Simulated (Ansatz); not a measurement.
One geometry of `b1ccccn1`, several functionals.

```yaml
crystal:
  periodic: [false, false, false]
  atoms:
    - {symbol: B, position_ang: [0.036485, 0.044896, -1.548259]}
    - {symbol: C, position_ang: [0.842597, -0.970502, -0.919471]}
    - {symbol: C, position_ang: [0.586893, -0.733149, 0.437906]}
    - {symbol: C, position_ang: [-0.263439, 0.275476, 0.921480]}
    - {symbol: C, position_ang: [-0.928522, 1.132293, 0.052570]}
    - {symbol: N, position_ang: [-0.786476, 1.032237, -1.284884]}
    - {symbol: H, position_ang: [1.502014, -1.755025, -1.251584]}
    - {symbol: H, position_ang: [1.080330, -1.373367, 1.165600]}
    - {symbol: H, position_ang: [-0.402516, 0.386589, 1.989550]}
    - {symbol: H, position_ang: [-1.584365, 1.909453, 0.440294]}
basis:
  gaussian: {orbitals: def2-TZVPP}
hamiltonian: {xc: {name: revPBE}, dispersion: d4}
output: {orbitals: {seedname: orbitals}}
```

```sh
$ ansatz run in.yaml --threads 4 --pin off --events-out ev --progress --plain
```

Shortened log:

```
Functional definition: revPBE
1280 factors; their error is unknown
mean field evaluation 1: about -6363.4315 eV, gradient 8.1e1 eV
mean field evaluation 2: about -6323.2500 eV, gradient 1.4e2 eV
mean field evaluation 4: about -6377.4155 eV, gradient 2.4e1 eV
mean field evaluation 8: about -6378.9090 eV, gradient 4.7e-1 eV
mean field evaluation 16: about -6378.8837 eV, gradient 1.3e-3 eV
mean field -6378.88369212 eV, -234.4196519228 hartree, gradient 3.8e-5 eV, S^2 0.000000; 0 other end points of the search recorded, 0 dependent functions left out
reference -6378.88374513 eV, -234.4196538710 hartree; 20, 20 occupied and 222, 222 virtual orbitals, 1280 factors
Total energy: -6379.76524116 eV, -234.4520482524 hartree
```

Run time 2.2 s (4 threads of a server CPU on a shared host); peak host memory 0.29 GiB.

The same input with `hamiltonian: {xc: {name: BLYP}, dispersion: d4}` (abridged; 2.2 s):

```
Functional definition: BLYP
mean field evaluation 16: about -6378.2890 eV, gradient 2.8e-3 eV
mean field -6378.28898221 eV, -234.3977967368 hartree, gradient 2.2e-5 eV, S^2 0.000000
Total energy: -6378.87834808 eV, -234.4194555329 hartree
```

Changing it to `hamiltonian: {xc: r2scan, dispersion: d4}` and forces (abridged; 4.9 s):

```
Functional definition: r2SCAN
mean field evaluation 16: about -6376.8747 eV, gradient 1.7e-3 eV
mean field -6376.87465704 eV, -234.3458212454 hartree, gradient 5.4e-5 eV, S^2 0.000000
Total energy: -6376.93611785 eV, -234.3480798883 hartree
Atom 0 force     0.097967    -0.114243    -0.091446 eV/Å
Atom 1 force     0.059431    -0.058214    -0.256924 eV/Å
Atom 2 force     0.021797    -0.038760     0.218846 eV/Å
Atom 3 force     0.031520    -0.046535     0.152061 eV/Å
Atom 4 force    -0.145627     0.167834     0.174532 eV/Å
Atom 5 force    -0.054592     0.078771    -0.227575 eV/Å
Atom 6 force    -0.006393     0.006681     0.020139 eV/Å
Atom 7 force     0.006877    -0.008390     0.001455 eV/Å
Atom 8 force    -0.000052    -0.000033     0.002258 eV/Å
Atom 9 force    -0.010929     0.012890     0.006653 eV/Å
Dipole moment:     0.214869    -0.270058     0.156569 e Å
```

The same input with `hamiltonian: {xc: {name: wB97M-V}}` and forces (abridged; 12 s):

```
Functional definition: wB97M-V
mean field evaluation 16: about -6378.1953 eV, gradient 4.4e-4 eV
mean field -6378.19530125 eV, -234.3943540248 hartree, gradient 3.7e-5 eV, S^2 0.000000
Total energy: -6378.19534965 eV, -234.3943558034 hartree
Atom 0 force    -0.044123     0.052372     0.024869 eV/Å
Atom 1 force     0.045240    -0.057279     0.043337 eV/Å
Atom 2 force     0.135659    -0.162669    -0.051043 eV/Å
Atom 3 force    -0.100038     0.114848     0.128944 eV/Å
Atom 4 force    -0.024596     0.020784     0.169863 eV/Å
Atom 5 force     0.017931    -0.012811    -0.166861 eV/Å
Atom 6 force    -0.053199     0.062909     0.033722 eV/Å
Atom 7 force    -0.045833     0.059065    -0.059022 eV/Å
Atom 8 force     0.008955    -0.006126    -0.087196 eV/Å
Atom 9 force     0.060003    -0.071092    -0.036613 eV/Å
Dipole moment:     0.217529    -0.272871     0.148785 e Å
```

The same input with `hamiltonian: {xc: {name: r2SCANh}, dispersion: d4}` (abridged; 4.9 s):

```
Functional definition: r2SCANh
mean field evaluation 16: about -6376.5355 eV, gradient 1.6e-3 eV
mean field -6376.53549089 eV, -234.3333571192 hartree, gradient 3.3e-5 eV, S^2 0.000000
Total energy: -6376.60023692 eV, -234.3357364919 hartree
```

Changing it to `hamiltonian: {xc: lda}` (abridged; 1.8 s):

```
Functional definition: SPW92
mean field evaluation 16: about -6322.3156 eV, gradient 9.4e-4 eV
mean field -6322.31562711 eV, -232.3408138770 hartree, gradient 7.5e-5 eV, S^2 0.000000
Total energy: -6322.31566521 eV, -232.3408152771 hartree
```
